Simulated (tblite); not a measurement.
C₄H₁₀BNS.
SMILES with atom numbers: `[NH2:1][B:2]1[CH2:3][CH2:4][CH2:5][CH2:6][S:7]1` (hydrogens: H8, H9 on N1; H10, H11 on C3; H12, H13 on C4; H14, H15 on C5; H16, H17 on C6)

Computed with GFN2-xTB (tblite), gas phase: L-BFGS steps from a force-field or distance-geometry start until the largest atomic force falls under 0.01 eV/Å.

Geometry at step 37:
```
atom  x, y, z in Å
N1      2.5975    0.4473   -0.3655
B2      1.3603    0.1930    0.1964
C3      0.5873   -1.1885    0.0040
C4     -0.8206   -0.9359   -0.5505
C5     -1.6526   -0.0391    0.3672
C6     -1.1325    1.3873    0.4422
S7      0.5696    1.5609    1.1242
H8      3.1526   -0.2210   -0.8746
H9      3.0236    1.3576   -0.3126
H10     1.1211   -1.8575   -0.6795
H11     0.4836   -1.7283    0.9518
H12    -1.3434   -1.8860   -0.6782
H13    -0.7265   -0.4602   -1.5299
H14    -2.6788    0.0068   -0.0185
H15    -1.6826   -0.4571    1.3767
H16    -1.7615    1.9985    1.0918
H17    -1.1040    1.8343   -0.5548
```

Task: What forces act on the atoms?

Result: 
```tsv
atom	Fx (eV/Å)	Fy (eV/Å)	Fz (eV/Å)
N1	0.020	-0.010	-0.023
B2	0.007	-0.067	0.007
C3	0.028	0.092	0.021
C4	-0.039	0.020	0.038
C5	0.021	0.078	0.032
C6	-0.002	0.001	-0.006
S7	-0.111	-0.096	-0.138
H8	-0.035	-0.005	0.042
H9	0.111	-0.023	0.064
H10	-0.029	0.068	0.054
H11	0.064	0.091	-0.037
H12	-0.019	-0.023	-0.050
H13	-0.093	-0.020	-0.036
H14	0.073	-0.023	0.087
H15	0.001	-0.059	-0.053
H16	0.026	-0.039	-0.062
H17	-0.022	0.016	0.060
```

The largest, 0.20 eV/Å, acts on S7; the rms over all components is 0.055 eV/Å. The forces sum to zero within rounding, as they must for an isolated molecule in no field.

Task: Give the force on S7 in Eh/bohr and in nN.

Result: 0.201 eV/Å ÷ 51.422 = 0.00392 Eh/bohr, and 0.201 eV/Å × 1.602 = 0.32 nN.

Task: How far is this geometry from the end of the optimisation?

Result: 0.122 eV above it, and 0.393 Å rms away after alignment. The bonds farthest from their final lengths, with half the difference of the two atoms' forces along the bond (positive lengthens):

```
  bond  now (Å)  final (Å)  force along bond (eV/Å)
 B2–S7    1.832      1.807                    -0.02
 N1–B2    1.382      1.390                    +0.02
 C6–S7    1.842      1.836                    -0.08
C5–H14    1.097      1.094                    -0.04
 C5–C6    1.520      1.517                    -0.04
 C3–C4    1.534      1.531                    +0.02
```

The angle farthest from its final value is B2–S7–C6, 98.1° against 103.4°.

What follows is the cost of the whole relaxation. On one thread of an Arm Neoverse V1, shared host with 32 logical CPUs at a one-minute load of 6.0, this took 0.63 s.
